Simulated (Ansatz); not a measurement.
Zn(k2OAc)2 (C4H6O4Zn), SMILES CC1[O][Zn]2([O]C(C)=[O]->2)<-[O]=1. Atoms are numbered in the order given.

```xyz
15

Zn     0.0086     0.0025     0.0022
C      0.0969     2.3512    -3.0412
C      0.0801     1.4299    -1.8643
O     -0.4222     0.2716    -1.9613
O      0.5439     1.8076    -0.7479
H      0.9616     3.0235    -2.9875
H      0.0935     1.7803    -3.9771
H     -0.8149     2.9677    -3.0093
C     -0.1335    -2.3594     3.0334
C     -0.0699    -1.4270     1.8669
O     -1.0266    -0.6331     1.6261
O      0.9297    -1.4393     1.0894
H      0.8756    -2.5869     3.3972
H     -0.7584    -1.9369     3.8291
H     -0.5954    -3.3008     2.6974
```
Charge 0, spin multiplicity 1.

Geometry: PBE0-D3(BJ)/def2-SVP. The isomer is the one that the SMILES or the coordinates give; other isomers of the formula were not compared. Other conformers were not sampled.

Two levels are set side by side: PBE-D3(BJ)/def2-SVP (Ansatz, a program for electronic structure) and PBE0-D3(BJ)/def2-SVP (Ansatz). Each level has its own optimised geometry; the coordinates shown are those of the second. Differences are taken from unrounded values.

```
quantity              PBE0-D3(BJ)  PBE-D3(BJ)  PBE-D3(BJ) minus PBE0-D3(BJ)
--------------------  -----------  ----------  ----------------------------
mean bond length (Å)        1.525       1.539                         0.014
bond Zn1–C3 (Å)             2.351       2.369                         0.018
bond Zn1–O4 (Å)             2.028       2.050                         0.021
bond Zn1–O5 (Å)             2.027       2.048                         0.021
bond Zn1–C10 (Å)            2.351       2.369                         0.018
bond Zn1–O11 (Å)            2.028       2.049                         0.021
bond Zn1–O12 (Å)            2.027       2.049                         0.021
bond C2–C3 (Å)              1.495       1.505                         0.010
bond C3–O4 (Å)              1.266       1.282                         0.015
bond C3–O5 (Å)              1.267       1.282                         0.015
bond C9–C10 (Å)             1.495       1.505                         0.010
bond C10–O11 (Å)            1.266       1.282                         0.015
bond C10–O12 (Å)            1.266       1.282                         0.015
bond C2–H6 (Å)              1.097       1.105                         0.008
bond C2–H7 (Å)              1.096       1.104                         0.008
bond C2–H8 (Å)              1.101       1.110                         0.008
bond C9–H13 (Å)             1.097       1.105                         0.008
```

Exact exchange shortens and stiffens bonds; PBE has none. Differences between two approximate levels are no errors against the true value.
